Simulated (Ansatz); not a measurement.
Basis-set extrapolation for CH7NOSi2 (`N=C([SiH3])O[SiH3]`) (PBE0-D4/def2-TZVP geometry, frozen core, Ansatz 0.2.0). Multiplicity 1, RHF reference.

```json
{"": "HF", "def2-TZVPP": "-749.236083", "def2-QZVPP": "-749.262458"}
{"": "MP2 correlation", "def2-TZVPP": "-0.845745", "def2-QZVPP": "-0.907686"}
{"": "CCSD(T) correlation", "def2-TZVPP": "-0.930815", "def2-QZVPP": "not run"}
```

Energies in hartree. Use E(X) = E(∞) + A·exp(−7.88·√X) for Hartree–Fock and E(X) = E(∞) + B·X^(−2.97) for correlation, with X = 3 and 4, and add CCSD(T) minus MP2 of the smaller set to the MP2 limit.

Task: What is the CCSD(T) energy at the basis-set limit?

Result: HF limit: -749.262458 + (-0.026375) × 0.13774 = -749.26609. MP2 limit: -0.907686 + (-0.061941) × 0.74074 = -0.95357. Higher-order term: -0.930815 − (-0.845745) = -0.08507. Total: -750.30473 hartree, 86.5 kcal/mol below CCSD(T)/def2-TZVPP.
